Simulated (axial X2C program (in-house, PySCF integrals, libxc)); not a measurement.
**Nuclear properties of FInF⁺**

Calculated with an axial X2C code built on PySCF integrals: two-component X2C with atomic mean-field Coulomb and Gaunt terms, Gaussian nuclei, basis F dyall-av3z, In dyall-v3z with contracted cores.

F–In–F held linear, with bonds 1.852 and 1.852 Å (near the PBE0 minimum at charge 1 of the determinant lowest at the starting distance; the state shown can have its own minimum elsewhere, held linear; other orders of the atoms were not compared).

Input and command:
```json
{"zs": [9, 49, 9], "q": 1, "bas": ["dyall-av3z", "dyall-v3z", "dyall-av3z"], "r0": [2.06, 2.06], "symm": 1, "scan": ["PBE0", "HF", "PBE"], "levels": ["PBE0", "HF", "LDA"], "nst": 2}
```
```bash
python solin.py task.json out
```

Keys: zs atomic numbers; q charge; bas basis sets; r0 starting distance in Å; symm equal bonds; scan levels of the two-bond scan; levels methods; nst determinants followed.

Determinant lowest in the PBE0 search, Ω = 0 (closed shell), highest spinor 94% F p, 6% In d:

| level | qzz F (a.u.) | qzz In (a.u.) |
| --- | --- | --- |
| PBE0 | 2.39 | -5.99 |
| HF | 2.06 | -8.00 |
| LDA | 2.50 | -4.83 |

qzz is the electric field gradient, eQq0 = 234.96 MHz × Q/barn × qzz. The operators were transformed with the bare-nucleus X2C matrices; with these basis sets, hyperfine constants and field gradients can be off by tens of per cent, and where levels differ in sign neither size nor sign is settled.

(1) With Q(115In) = 0.772 barn (Q from Pyykkö, Mol. Phys. 2018), turn the PBE0 values of the first state into constants in MHz.

The molecule was held linear; bending was not examined, so a bent shape may lie lower.

Each state is one determinant with collinear spin. The search compared states at one distance, so a state with another bond length can lie lower.

## Answers

(1) eQq0(115In) = 234.96 × (0.772) × (-5.99) = -1090 MHz.
